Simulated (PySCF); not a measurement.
Distorted geometries of Pb(NH2)2

Pb(NH2)2 (singlet). PySCF 2.14.0, RKS PBE, Pb def2-SVP with ECP60, N def2-SVP, H def2-SVP; non-relativistic Hamiltonian with scalar-relativistic core potentials where named; density fitting; no spin-orbit coupling. Relaxed geometry:

```xyz
7

Pb    1.3007    0.5086   -0.0715
N    -0.0027   -0.0393    1.5807
H     0.1413    0.3635    2.5126
H    -0.9982   -0.2534    1.4526
N    -0.1461   -0.0876   -1.5819
H     0.1596   -0.3072   -2.5360
H    -0.9822   -0.6385   -1.3565
```

**Question.** Order these distorted geometries by energy above the relaxed one, lowest first.
A.
```xyz
7

Pb    1.2305    0.4967   -0.0912
N    -0.0546   -0.0595    1.6083
H     0.1925    0.3849    2.5096
H    -1.0010   -0.2469    1.4075
N    -0.1111   -0.0794   -1.5774
H     0.1935   -0.3386   -2.5253
H    -0.9774   -0.6110   -1.3314
```
B.
```xyz
7

Pb    1.5008    0.4707   -0.0605
N    -0.0594    0.0176    1.6946
H     0.1398    0.4079    2.4732
H    -1.0026   -0.2844    1.5062
N    -0.2849   -0.0617   -1.5340
H     0.1779   -0.2699   -2.6381
H    -0.9991   -0.7339   -1.4413
```
C.
```xyz
7

Pb    1.1479    0.6420    0.0111
N    -0.2375   -0.1168    1.6446
H     0.2313    0.5886    2.7360
H    -0.8771   -0.5120    1.6674
N    -0.1093   -0.3156   -1.7826
H     0.3296   -0.2268   -2.7700
H    -1.0124   -0.5132   -1.5064
```

**Answer.** A (0.18 eV), B (1.62 eV), C (5.34 eV).

**Question.** Which forces (eV/Å) act in the one that lies 1.62 eV up?

**Answer.** 
```
Pb  -3.13 -0.99  0.50
N    0.72 -3.19 -8.96
H    1.40  3.62  7.68
H   -0.51  0.04  0.07
N    4.66  1.49 -3.57
H   -1.69  0.64  3.80
H   -1.44 -1.62  0.48
```
Forces carry noise of the integration grid, about 0.01 to 0.03 eV/Å.
